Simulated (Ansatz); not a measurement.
One change: `FC([SiH3])(Cl)Cl` becomes `[SiH3]C(Cl)(Cl)[TeH]`.

Ansatz, PBE0-D4/def2-TZVP geometries, multiplicity 1. 

Elements past krypton have def2 core potentials.  Spin–orbit coupling is left out; it splits and shifts lone-pair levels of the heavy atoms by tenths of an eV.

| property | `FC([SiH3])(Cl)Cl` |
| --- | --- |
| HOMO energy (PBE0/def2-TZVPP) / eV | -8.71 |
| LUMO energy (B3LYP/def2-TZVPP) / eV | -0.88 |
| HOMO–LUMO gap (ωB97M-V/def2-TZVPP) / eV | 12.24 |
| LUMO energy (PBE0/def2-TZVPP) / eV | -0.64 |
| size of the dipole moment (ωB97M-V/def2-TZVPP) / D | 1.69 |
| HOMO–LUMO gap (B3LYP/def2-TZVPP) / eV | 7.61 |

(1) Give the same properties after the change, and the shifts. (Best estimate.)

Answers

(1) Computed: 
```json
{"property": "HOMO energy (PBE0/def2-TZVPP) / eV", "`[SiH3]C(Cl)(Cl)[TeH]`": "-6.68", "shift": "2.03"}
{"property": "LUMO energy (B3LYP/def2-TZVPP) / eV", "`[SiH3]C(Cl)(Cl)[TeH]`": "-1.92", "shift": "-1.04"}
{"property": "HOMO–LUMO gap (ωB97M-V/def2-TZVPP) / eV", "`[SiH3]C(Cl)(Cl)[TeH]`": "8.99", "shift": "-3.25"}
{"property": "LUMO energy (PBE0/def2-TZVPP) / eV", "`[SiH3]C(Cl)(Cl)[TeH]`": "-1.72", "shift": "-1.08"}
{"property": "size of the dipole moment (ωB97M-V/def2-TZVPP) / D", "`[SiH3]C(Cl)(Cl)[TeH]`": "1.39", "shift": "-0.30"}
{"property": "HOMO–LUMO gap (B3LYP/def2-TZVPP) / eV", "`[SiH3]C(Cl)(Cl)[TeH]`": "4.54", "shift": "-3.07"}
```

With PBE0 the HOMO rises by 2.03 eV and the LUMO falls by 1.08 eV, so the gap narrows by about 3.11 eV. PBE moves the HOMO by 1.74 eV and ωB97M-V by 2.12 eV. The zero-point energy changes by 11.6 kJ/mol with +3 modes. Dipoles are sizes alone; their direction can turn.

Positive LUMOs are unbound, so they and the gaps depend on the basis.

B3LYP here is the variant with VWN-RPA as its local correlation; programs differ in this.
